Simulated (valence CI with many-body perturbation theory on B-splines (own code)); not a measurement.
Results of a calculation; reference values are marked as such.
## A CI+MBPT run for Ba XXXVI

Method: configuration interaction combined with many-body perturbation theory (CI+MBPT): three valence electrons over a frozen Dirac-Fock core [Ar], radial functions for each j: 6 s, 6 p, 5 d, 5 f, 1 g, with the one-electron correlation potential Σ1 (screened to all orders), the two-electron term Σ2, the three-electron term Σ3, Breit, model QED; selected single and double excitations, second order for the rest, scaled by the run's own slope (own B-spline code, finite nucleus).

Command, and the settings that its task file holds:

```sh
python run_cv.py task.json out
```

```
atom Ba  Z=56  mass_number=138  rms_radius_fm=4.8378
core [Ar]
valence 3d3
avg = 1
basis = S
breit = 1
cap = 10000
capref = 1200
cscale = 1
de = 0.0
dress = 0
eps = 2e-08
extrap = 1
h = 0.27
hh = 1
l2 = 3
lcore = 6
maxit = 2
n2 = 5
natural = 1
nlev = 20
nno = [3, 3, 3, 3, 1]
nroot = 26
nsp = [3, 3, 2, 2, 0]
pt2 = 1
qed = 1
rpa = 1
s1 = 1
s2 = 1
s3 = 1
screen = 1
tol = 2e-05
whole = 1
```

It took 17 s on 1 thread of Arm Neoverse V1, with other jobs on the host.

Log. The first blocks belong to the next ion, which gives the ionisation energy. Fields: 2J, parity (1 odd), roots, reference size, generating configurations, candidates as configurations/state functions, variational space P, stored matrix elements, Davidson steps; e2 is the range of second-order energies in hartree. The first line gives the box (bohr), its intervals, the orbitals and the steps of their self-consistent field. Window is the range of levels sought, series limit the energy at which the first omitted orbital would enter, core excitation an estimate of the first excitation out of the core, left out the lowest levels not solved, and shifts from estimates the range by which levels moved from their first estimate, all in cm⁻¹.

```
rmax 3.2 intervals 57 orbitals 40 references ['3d3', '3d2 4s', '3d2 4p'] scf 3 t 0.8
2J=4 par=0 roots 2 ref 42 generators 3 cand 287/287 P 329/329 nnz 0 it 0
2J=4 par=0 roots 2 ref 42 generators 3 cand 6/6 P 335/335 nnz 0 it 0
   second order: generators 6 cand 0/0 e2 -0.00000 -0.00000
2J=0 par=0 roots 2 ref 17 generators 2 cand 107/107 P 124/124 nnz 0 it 0
2J=0 par=0 roots 2 ref 17 generators 2 cand 1/1 P 125/125 nnz 0 it 0
   second order: generators 3 cand 0/0 e2 -0.00000 -0.00000
2J=6 par=0 roots 2 ref 32 generators 2 cand 241/241 P 273/273 nnz 0 it 0
2J=6 par=0 roots 2 ref 32 generators 4 cand 3/3 P 276/276 nnz 0 it 0
   second order: generators 10 cand 6/6 e2 -0.00000 -0.00000
reference levels 431, estimated 19, window 605414 1/cm; series limit 12774249, core excitation 1595342
2J=3 par=0 roots 5 ref 31 generators 4 cand 95/208 P 767/1857 nnz 0 it 2
2J=3 par=0 roots 5 ref 31 generators 4 cand 32/66 P 799/1923 nnz 0 it 2
   second order: generators 5 cand 389/972 e2 -0.00000 -0.00000
2J=5 par=0 roots 5 ref 33 generators 3 cand 95/229 P 759/2126 nnz 0 it 2
2J=5 par=0 roots 5 ref 33 generators 3 cand 46/107 P 805/2233 nnz 0 it 2
   second order: generators 4 cand 401/1194 e2 -0.00000 -0.00000
2J=7 par=0 roots 3 ref 25 generators 2 cand 100/230 P 703/1939 nnz 0 it 2
2J=7 par=0 roots 3 ref 25 generators 2 cand 42/93 P 745/2032 nnz 0 it 2
   second order: generators 2 cand 23/49 e2 -0.00000 -0.00000
2J=9 par=0 roots 3 ref 18 generators 3 cand 70/154 P 618/1508 nnz 0 it 2
2J=9 par=0 roots 3 ref 18 generators 3 cand 39/73 P 657/1581 nnz 0 it 2
   second order: generators 3 cand 8/34 e2 -0.00000 -0.00000
2J=1 par=0 roots 2 ref 19 generators 2 cand 89/138 P 685/1084 nnz 0 it 0
2J=1 par=0 roots 2 ref 19 generators 2 cand 14/22 P 699/1106 nnz 0 it 0
   second order: generators 2 cand 21/21 e2 -0.00000 -0.00000
2J=11 par=0 roots 1 ref 6 generators 1 cand 40/83 P 433/938 nnz 0 it 0
2J=11 par=0 roots 1 ref 6 generators 1 cand 22/38 P 455/976 nnz 0 it 0
   second order: generators 1 cand 47/67 e2 -0.00000 -0.00000
left out: unestimated 7666923, estimated none, shifts from estimates -0 to 0
operators 1.2
```

The Davidson iterations stopped at their limit. The settings are bad on purpose, so the numbers may not be properties of the ion.

The last digits are not significant, and no measured levels were compared; by estimate large intervals hold to a few tenths of a per cent, small ones and those within an open d or f shell to about a per cent. Only levels of the ground parity were solved; by the run's estimate the other parity begins above the list, which can be wrong where configurations are misplaced.

* Valence energy: -270.1257 hartree
* Ionisation energy: 2350.6 eV (NIST: 2349 ± 5 eV (theoretical))
* Reference configurations for the orbitals: 3d3, 3d2 4s, 3d2 4p
* Radial orbitals: 40
* Box radius: 3.184 bohr
* Largest variational space: 2233
* Lowest levels: (3d3/2^3) J=3/2 0.000, (3d3/2^2 3d5/2) J=5/2 [a] 13.784, (3d3/2^2 3d5/2) J=3/2 19.274, (3d3/2^2 3d5/2) J=7/2 19.738, (3d3/2^2 3d5/2) J=9/2 21.255, (3d3/2^2 3d5/2) J=1/2 22.374, (3d3/2^2 3d5/2) J=5/2 [b] 33.944, (3d3/2 3d5/2^2) J=7/2 [a] 34.740, (3d3/2 3d5/2^2) J=9/2 36.828, (3d3/2 3d5/2^2) J=3/2 [a] 40.509, (3d3/2 3d5/2^2) J=1/2 42.341, (3d3/2 3d5/2^2) J=11/2 43.982, (3d3/2 3d5/2^2) J=5/2 [a] 46.317, (3d3/2 3d5/2^2) J=5/2 [b] 48.745 eV

Levels are named by their leading jj configuration (3d3/2^4 stands for four electrons in 3d with j = 3/2), which in mixed levels can hold well under half, so a name can repeat and another be missing. Letters in brackets count levels of one name in rising energy.
